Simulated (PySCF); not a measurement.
## Calculated data, CH5AlN2

Computed with PySCF 2.14.0. Calculation on a computer-drawn molecule: the log of a Hartree-Fock and frozen-core CCSD(T) single point meant for a local Hartree-Fock minimum, with one planted fault or none, to be diagnosed. Offsets are logged minus clean, where the clean run is the same molecule without the fault. The reference is restricted for singlets and unrestricted otherwise, and also for a bond in bohr or an excited solution. Adding or removing an electron swaps singlet and doublet. The excited solution moves the top pair (singlet) or top alpha electron (doublet) to the lowest empty orbital. Highest occupied and lowest empty are orbital energies over both spins, largest force is the largest gradient component, triples share is (T) over the correlation energy, the T1 limit is 0.02 restricted and 0.045 unrestricted, electrons count all cores, a negative frequency is imaginary (commonest isotopes), and the dipole is about the centre of nuclear charge.

```xyz
9
formula=CH5AlN2 meant_charge=0 meant_multiplicity=1 meant_basis=cc-pV(D+d)Z logged_electrons=39 logged_basis_functions=90 logged_SCF_converged=yes logged_spin_squared=0.9794 logged_highest_occupied=0.74151 logged_lowest_empty=8.0608 logged_largest_force=0.036561 logged_T1_diagnostic=0.034812 logged_D1_diagnostic=0.13802 logged_triples_share=0.033171 logged_CC_converged=yes logged_dipole_magnitude=5.0841 logged_SCF_stable_within_its_kind=yes logged_energy_HF=-391.51405 logged_energy_CCSD(T)=-392.12529 possible_faults=no_fault,one_electron_removed,one_electron_added,multiplicity_raised_by_two,geometry_at_a_saddle_point,SCF_held_on_an_excited_solution,minimal_basis_STO-3G,one_bond_length_entered_in_bohr,all_coordinates_scaled planted_fault=one_electron_added HF_energy_offset_from_clean_run=33.53 CCSD(T)_energy_offset_from_clean_run=23.66
C     -2.3153     1.4879    -1.8848
N     -1.9230     1.4343    -0.4829
Al    -0.9805     2.5911     0.4336
N     -0.1248     3.6464     1.2619
H     -3.4024     1.4964    -2.0014
H     -1.9315     2.3970    -2.3512
H     -1.9182     0.6400    -2.4494
H     -2.2642     0.6054    -0.0328
H      0.4089     4.2988     1.7793
```

Units: logged_highest_occupied, logged_lowest_empty in eV; logged_largest_force in hartree/bohr; logged_dipole_magnitude in debye; logged_energy_HF, logged_energy_CCSD(T) in hartree; HF_energy_offset_from_clean_run, CCSD(T)_energy_offset_from_clean_run in kcal/mol.

Drawn bonds:
```csv
atom,other atom,order
1,2,1
2,3,1
3,4,2
1,5,1
1,6,1
1,7,1
2,8,1
4,9,1
```

Notes: highest electron not bound in this basis.
